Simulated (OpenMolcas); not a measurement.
Ba⁺: effect of correlating more closed shells

```
Program             : OpenMolcas
Basis               : ANO-RCC-VTZP [8s7p4d2f1g]
Scalar Hamiltonian  : DKH2, point nucleus
Active space        : 1 electron in 4 orbitals (6s 6p)
State averaging     : 2S+1 = 2 even, 1 root; 2S+1 = 2 odd, 3 roots
Spin-orbit coupling : state interaction with AMFI integrals over the reference wave functions, term energies averaged over their components
```

Methods on the same reference wave functions:
A. CASSCF
B. SS-CASPT2, IPEA 0.25 Eh, imaginary shift 0.1 Eh (closed shells correlated: 5s 5p)
C. SS-CASPT2, IPEA 0.25 Eh, imaginary shift 0.1 Eh (closed shells correlated: 4d 5s 5p)

Energies in eV above 6s ²S_1/2, the measured ground level; measured values from NIST Handbook of Basic Atomic Spectroscopic Data.

| Level | A | B | C | Measured |
| --- | --- | --- | --- | --- |
| 6s ²S_1/2 | 0.0000 | 0.0000 | 0.0000 | 0.0000 |
| 6p ²P°_1/2 | 2.2723 | 2.474 | 2.491 | 2.5121 |
| 6p ²P°_3/2 | 2.4008 | 2.602 | 2.619 | 2.7218 |

Deviations, from unrounded energies. A percentage is the sum of absolute deviations over the sum of measured energies, with the sign that they share, or ± where signs differ.

```tsv
Against measurement	Levels	A	B	C
mean absolute deviation (cm-1)	2	2300	640	500
other configurations (%)	2	-10.7	-3.0	-2.4
```

C lies closest to measurement on these levels and A furthest from it. The largest miss of C in the table is 6p ²P°_3/2, by -830 cm-1. The ranking rests on the paired levels alone, and a cruder setting can come out closer through cancelling errors.

Between B and C the level of the table that moves most is 6p ²P°_1/2, by 140 cm-1 (lowest in B, highest in C).

The lowest spin-free term lies below A's lowest term by 0.170 hartree in B, 0.232 hartree in C.

What an inner shell adds also hangs on whether the basis holds functions to correlate it.

ANO sets are built for ground and valence states and can reach diffuse excited orbitals poorly. With one active electron the reference holds no correlation, so core polarisation is missing (holds for A). With one active electron, CASPT2 adds the correlation within the correlated inactive shells and between them and that electron, and leaves the splitting within a term as the reference gives it (holds for B; C). Measured partners are found by configuration, term and J. A level has none where our copy of the source lacks it or the pairing is in doubt (some pairs that miss far off the trend of their configuration count as doubtful), and it then counts in no deviation. Only configurations of the active space appear.

° marks odd parity.
